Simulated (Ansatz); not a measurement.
Calculated with Ansatz (gas phase, PBE0-D4/def2-TZVP geometries, no zero-point term in ΔE). CCSD(T)/CBS is the MP2 limit (def2-TZVPP, def2-QZVPP) plus CCSD(T) − MP2 in def2-TZVPP, frozen cores. This one scheme is used for every species. DFT in def2-TZVPP. For Ge outer-core shells are correlated without core-valence functions, which leaves a few kJ/mol of doubt a bond. Scalar relativity is left out up to krypton. One conformer a species, not always the lowest.

`C[SiH2][O][GeH3]` + `CNC` → `C[N](C)[GeH3]` + `C[SiH2]O`  (ligand exchange at a Ge–O bond)

```
          level  ΔE (kJ/mol)
        PBE0-D4         38.3
        ωB97X-V         42.4
        ωB97M-V         40.5
        r2SCANh         41.9
        LC-ωPBE         41.8
CCSD/def2-TZVPP         42.0
  HF/def2-QZVPP         61.3
   HF/CBS(def2)         61.5
```

**Question.** What does CCSD(T)/CBS give? (Estimate.)

**Answer.** The calculation gave: +37.4 kJ/mol. The listed levels differ from it by 0.9, 5.0, 3.1, 4.5, 4.4, 4.6, 23.9, 24.1 kJ/mol.

**Question.** What do rigid-rotor, harmonic-oscillator terms from PBE0-D4/def2-TZVP frequencies (298.15 K, 1 bar) make of the CCSD(T)/CBS value? (Estimate.)

**Answer.** The calculation gave: ΔZPE = -4.2 kJ/mol, ΔH = +32.9 kJ/mol, ΔS = -19 J/(mol·K), ΔG = +38.5 kJ/mol. Modes under 50 cm⁻¹ make the entropy rough.

Largest T1 diagnostic among the species: 0.011.

At CCSD(T), def2-SVP lies +7.3 kJ/mol from the extrapolated value and def2-TZVPP +2.0 kJ/mol. In def2-TZVPP, CCSD(T) changes the Hartree–Fock value by −20.4 kJ/mol (the triples alone add −2.6 kJ/mol) and MP2 by −23.8 kJ/mol.
